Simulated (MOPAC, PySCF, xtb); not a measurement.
Protons, H atoms and electrons added to or taken from C=CC#N. Isolated molecules, 0 K electronic values unless said otherwise. Strings in code marks are SMILES.

Quantity: electronic energy of isomers of C3H2N (charge -1) relative to `C=[C-]C#N`, in eV. Semi-empirical values (MOPAC) are differences of heats of formation. Levels without diffuse functions put anions too high.

Level 1: frozen-core MP2/6-31G* // PBE0-D4/def2-TZVPD (PySCF)
Level 2: HF/STO-3G // PBE0-D4/def2-TZVPD (PySCF)
Level 3: GFN2-xTB (xtb)
Level 4: PM7 // PBE0-D4/def2-TZVPD (MOPAC)

```tsv
species	level 1	level 2	level 3	level 4
`[H]/[C-]=C\C#N` (not the most acidic site)	0.55	0.253	0.54	0.62
```
